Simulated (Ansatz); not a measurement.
CH$_{7}$AlSeSi, SMILES `[AlH2][CH2][SiH2][SeH]`, relaxed with RKS PBE0-D4/def2-TZVP in the Gaussian-basis code of Ansatz from a PBE-D4/def2-SVP geometry. The force threshold is 0.005 eV/Å; the program also tests the step.

Charge 0, multiplicity 1.

Start:

```xyz
11

Al    0.698   -0.347   -1.389
C    -0.802   -0.880   -0.130
Si   -0.252    0.081    1.355
Se    1.162    1.720    0.332
H     0.301    0.378   -2.764
H     2.071   -1.161   -1.213
H    -0.879   -1.968    0.075
H    -1.778   -0.509   -0.508
H    -1.243    0.842    2.194
H     0.725   -0.639    2.240
H    -0.003    2.482   -0.192
```

(1) By how much does the energy fall, and how many steps does the optimiser take? (Best estimate.)

(2) Which bonds change most? (An estimate is asked.)

(3) Give the relaxed structure. (An estimate is asked.)

Answers

(1) The calculation gave: 3.50 kJ/mol, in 9 steps, 2 of them rejected.

(2) Computed: Si3–Se4 from 2.395 to 2.363 Å; Al1–Se4 from 2.729 to 2.705 Å; C2–Si3 from 1.852 to 1.830 Å; Si3–H9 from 1.505 to 1.486 Å.

(3) Ansatz gave: 
```xyz
11

Al    0.680   -0.342   -1.376
C    -0.791   -0.886   -0.120
Si   -0.253    0.086    1.335
Se    1.167    1.692    0.340
H     0.276    0.395   -2.726
H     2.046   -1.147   -1.232
H    -0.843   -1.957    0.084
H    -1.758   -0.542   -0.497
H    -1.244    0.851    2.134
H     0.688   -0.625    2.235
H     0.034    2.473   -0.178
```
